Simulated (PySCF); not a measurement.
A side-by-side comparison of computed properties.

First species: C₆H₇NO₂.
Geometry (GFN2-xTB, Å), atoms numbered from 1 in this order:
```xyz
16
C6H7NO2 angstrom
C     -2.1753    1.0057    0.4234
C     -1.2308    0.4679   -0.2983
C     -0.6540    0.0045   -1.5339
C      0.1609   -0.0981   -0.2311
C      0.2658   -1.4122    0.4065
O      1.0574   -1.7455    1.2565
C      1.2620    0.9353   -0.0825
N      2.0452    0.7736    0.9974
O      1.3791    1.8456   -0.8749
H     -2.0683    1.1559    1.4847
H     -3.0989    1.3313   -0.0262
H     -1.0084   -0.9121   -1.9839
H     -0.2833    0.7451   -2.2303
H     -0.4959   -2.1296    0.0434
H      2.0071   -0.0861    1.5287
H      2.8296    1.3948    1.1092
```

Second species: C₆H₇NO₂.
SMILES with atom numbers: `[CH3:1][NH:2][c:3]1[cH:4][cH:5][o:6][c:7](=[O:8])[cH:9]1` (hydrogens: H10, H11, H12 on C1; H13 on N2; H14 on C4; H15 on C5; H16 on C9)

Geometry (GFN2-xTB, Å), atoms numbered from 1 in this order:
```xyz
16
C6H7NO2 angstrom
C      2.4186    0.3299   -0.3399
N      1.3925   -0.5292    0.1903
C      0.0719   -0.2500    0.1291
C     -0.8548   -1.1902    0.6981
C     -2.1686   -0.9146    0.6372
O     -2.6791    0.1773    0.0842
C     -1.8474    1.1448   -0.4928
O     -2.3856    2.1116   -0.9764
C     -0.4453    0.8831   -0.4472
H      2.2867    0.4729   -1.4158
H      3.3908   -0.1230   -0.1645
H      2.3944    1.3094    0.1455
H      1.6713   -1.3860    0.6367
H     -0.5003   -2.0952    1.1612
H     -2.9312   -1.5681    1.0390
H      0.1783    1.6363   -0.8961
```

Levels: PBE0/def2-SVPD for dipole moment, HOMO energy, LUMO energy, HOMO–LUMO gap, static isotropic polarisability and electronic spatial extent ⟨r²⟩ about the centre of nuclear charge; TDDFT PBE0/def2-SVPD for lowest singlet excitation; TDA PBE0/def2-SVPD for lowest triplet excitation (Tamm–Dancoff); GFN2-xTB for rotational constant A and rotational constant C. Geometries: GFN2-xTB. All species are isolated and taken at one optimised geometry, non-relativistic unless stated. Electronic properties by PySCF.

Dipoles, sizes and rotational constants follow the conformer. The torsions of the flexible species, by atom-mapped SMILES:
- `[CH2:1]=[C:2]1[CH2:3][C@@:4]1([CH:5]=[O:6])[C:7]([NH2:8])=[O:9]`: C3–C4–C5–O6 164°, C3–C4–C7–N8 -175°, H–N8–C7–C4 13°, H–N8–C7–C4 176°
- `[CH3:1][NH:2][c:3]1[cH:4][cH:5][o:6][c:7](=[O:8])[cH:9]1`: C1–N2–C3–C4 180°

Values for the first species:

| Item | Value |
| --- | --- |
| Dipole moment | 2.14 D |
| HOMO energy | -7.54 eV |
| LUMO energy | -1.40 eV |
| HOMO–LUMO gap | 6.14 eV |
| Lowest singlet excitation | 4.45 eV |
| Lowest triplet excitation (Tamm–Dancoff) | 3.88 eV |
| Static isotropic polarisability | 84.3 au |
| Electronic spatial extent ⟨r²⟩ about the centre of nuclear charge | 1091 bohr² |
| Rotational constant A | 2.005 GHz |
| Rotational constant C | 1.183 GHz |

Estimate the same properties for the second species, and the change in each.

```
                                                         property       first      second  second less first
                                                    dipole moment      2.14 D      7.34 D            +5.20 D
                                                      HOMO energy    -7.54 eV    -6.44 eV           +1.10 eV
                                                      LUMO energy    -1.40 eV    -1.02 eV           +0.38 eV
                                                    HOMO–LUMO gap     6.14 eV     5.42 eV           -0.72 eV
                                        lowest singlet excitation     4.45 eV     4.66 eV           +0.21 eV
                         lowest triplet excitation (Tamm–Dancoff)     3.88 eV     3.29 eV           -0.59 eV
                                  static isotropic polarisability     84.3 au     88.0 au            +3.7 au
electronic spatial extent ⟨r²⟩ about the centre of nuclear charge  1091 bohr²  1232 bohr²         +141 bohr²
                                            rotational constant A   2.005 GHz   3.107 GHz         +1.102 GHz
                                            rotational constant C   1.183 GHz   0.907 GHz         -0.276 GHz
```

On the first: S1 lies 1.69 eV below the HOMO–LUMO gap; its leading configuration is HOMO−2→LUMO, weight 0.42, beside HOMO→LUMO, weight 0.41. The polarisability is 12.49 Å³ as a volume (1 au = 0.148185 Å³), or 1.28 au for each of the 66 electrons.

On the second: The 6 singlets span 4.66 to 6.27 eV, and their oscillator strengths add up to 0.76. The principal polarisabilities are 53.0, 93.4 and 117.6 au; their mean is the isotropic value.
